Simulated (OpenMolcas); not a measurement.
## Al2+: effect of the active space

```yaml
Program: OpenMolcas 26.06
Method: CASSCF or its RAS form
Basis: ANO-R2
Scalar_Hamiltonian: X2C, finite nucleus
Spin-orbit_coupling: state interaction with AMFI integrals over the reference wave functions, term energies averaged over their components
```

A. 1 electron in 4 orbitals (3s 3p); 2S+1 = 2 even, 1 root; 2S+1 = 2 odd, 3 roots; cost about 6 core-seconds
B. 1 electron in 8 orbitals (3s 3p 4s 4p); 2S+1 = 2 even, 1 root; 2S+1 = 2 odd, 3 roots; cost of the order of 8 core-seconds
C. 1 electron in 9 orbitals (RAS2 3s 3p; RAS3 3d, at most 1 electron); 2S+1 = 2 even, 1 root; 2S+1 = 2 odd, 3 roots; cost about 7 core-seconds

Energies in cm⁻¹ above 3s ²S_1/2, the measured ground level; measured values from NIST levels in Kelleher and Podobedova, J. Phys. Chem. Ref. Data 37, 709 (2008).

```tsv
Level	A	B	C	Measured
3s ²S_1/2	0.0	0.0	0.0	0.0
3p ²P°_1/2	52504	52504	52504	53683
3p ²P°_3/2	52697	52697	52697	53917
```

Deviations, from unrounded energies. A percentage is the sum of absolute deviations over the sum of measured energies, with the sign that they share, or ± where signs differ.

```tsv
Against measurement	Levels	A	B	C
mean absolute deviation (cm-1)	2	1200	1200	1200
other configurations (%)	2	-2.2	-2.2	-2.2
```

A, B, C lie about equally close to measurement. The largest miss of B in the table is 3p ²P°_3/2, by -1200 cm-1. The ranking rests on the paired levels alone, and a cruder setting can come out closer through cancelling errors.

Among A to C no level of the table moves by more than 5 cm-1.

With one active electron the reference holds no correlation, so core polarisation is missing. With one active electron outside closed inactive shells, the extra shells (4p 4s) add no correlation to the reference (holds for B). With one active electron outside closed inactive shells, the extra shells (3d) add no correlation to the reference (holds for C). Measured partners are found by configuration, term and J. A level has none where our copy of the source lacks it or the pairing is in doubt (some pairs that miss far off the trend of their configuration count as doubtful), and it then counts in no deviation. Only configurations of the active space appear.

° marks odd parity.
